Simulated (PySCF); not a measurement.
## Shifts of the heteroatoms

Geometry:
```json
{"atom": "C1", "x (Å)": "1.557", "y (Å)": "-0.192", "z (Å)": "-0.240"}
{"atom": "C2", "x (Å)": "0.086", "y (Å)": "0.042", "z (Å)": "0.023"}
{"atom": "C3", "x (Å)": "-0.193", "y (Å)": "1.422", "z (Å)": "0.538"}
{"atom": "F4", "x (Å)": "0.352", "y (Å)": "2.392", "z (Å)": "-0.251"}
{"atom": "F5", "x (Å)": "0.357", "y (Å)": "1.618", "z (Å)": "1.770"}
{"atom": "C6", "x (Å)": "-0.904", "y (Å)": "-0.448", "z (Å)": "-1.049"}
{"atom": "Si7", "x (Å)": "-1.058", "y (Å)": "-1.363", "z (Å)": "0.588"}
{"atom": "H8", "x (Å)": "1.919", "y (Å)": "0.487", "z (Å)": "-1.014"}
{"atom": "H9", "x (Å)": "1.726", "y (Å)": "-1.214", "z (Å)": "-0.568"}
{"atom": "H10", "x (Å)": "2.136", "y (Å)": "-0.016", "z (Å)": "0.665"}
{"atom": "H11", "x (Å)": "-1.267", "y (Å)": "1.645", "z (Å)": "0.623"}
{"atom": "H12", "x (Å)": "-0.448", "y (Å)": "-0.927", "z (Å)": "-1.904"}
{"atom": "H13", "x (Å)": "-1.657", "y (Å)": "0.266", "z (Å)": "-1.357"}
{"atom": "H14", "x (Å)": "-2.163", "y (Å)": "-1.031", "z (Å)": "1.466"}
{"atom": "H15", "x (Å)": "-0.447", "y (Å)": "-2.673", "z (Å)": "0.689"}
```

How the numbers were obtained: structure optimised with GFN2-xTB, σ from GIAO-PBE0/pcSseg-1, in PySCF 2.14 (no solvent model, averaged over atoms made equivalent by symmetry, fast rotation or ring inversion, no relativistic terms, a single conformation).

**Question.** Predict the 19F NMR data.

**Answer.** 
```csv
atoms,environment,σ (ppm),δ (ppm)
F5,fluorine of a CF2 group,297.1,-107.5
F4,fluorine of a CF2 group,309.5,-118.7
```

Shieldings were converted by a linear fit to measured shifts: 19F: δ = 146.13 − 0.903σ +14.6 on sp3 carbon (rms 6.0 ppm, 223 shifts, 7.0 ppm with the 5 outliers that the fit left out vs CFCl3, solution or neat liquid). Occasional misses reach two or three times the rms, and more in compound classes unlike the fitted ones.

On a 300 MHz spectrometer 19F resonates near 282.3 MHz, so 1 ppm is 282.3 Hz.

**Question.** What are the 29Si shifts?

**Answer.** 
| atoms | environment | σ (ppm) | δ (ppm) |
| --- | --- | --- | --- |
| Si7 | silicon bonded to 2 C, 2 H, in a 3-membered ring | 484.5 | -118.3 |

Shieldings were converted by a linear fit to measured shifts: 29Si (scatter 8.9 ppm rms, 25.8 ppm with the 6 outliers that the fit left out vs TMS, solution or neat liquid). Occasional misses reach two or three times the rms, and more in compound classes unlike the fitted ones.

On a 500 MHz spectrometer 29Si resonates near 99.3 MHz, so 1 ppm is 99.3 Hz.
